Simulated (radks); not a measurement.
Hg XLVIII, 33 electrons, occupied as [Ar] 3d10 4s2 4p3. Method: Dirac Kohn-Sham, BLYP, spin-unpolarised, spherical densities, finite nucleus; open shells fill j = l - 1/2 first; Fermi nuclear charge, rms radius 5.4648 fm; computed with a radial shooting solver on a logarithmic mesh with Libxc functionals. Some entries of the table are withheld. Estimate them.

orbital  occ.  eigenvalue (eV)  <1/r> (bohr^-1)
1s1/2       2        -85432.85              (1)
2s1/2       2        -17107.40            24.05
2p1/2       2        -16524.35            24.01
2p3/2       4        -14571.03            19.44
3s1/2       2        -5789.881              (2)
3p1/2       2        -5532.671              (3)
3p3/2       4        -5083.702              (4)
3d3/2       4        -4667.082              (5)
3d5/2       6        -4569.562              (6)
4s1/2       2              (7)            4.335
4p1/2       2        -2660.389            4.266
4p3/2       1        -2511.055            3.860

Answer. 
(1) 1s1/2 <1/r> (bohr^-1): 97.51
(2) 3s1/2 <1/r> (bohr^-1): 8.975
(3) 3p1/2 <1/r> (bohr^-1): 8.888
(4) 3p3/2 <1/r> (bohr^-1): 7.701
(5) 3d3/2 <1/r> (bohr^-1): 7.584
(6) 3d5/2 <1/r> (bohr^-1): 7.316
(7) 4s1/2 eigenvalue (eV): -2772.093
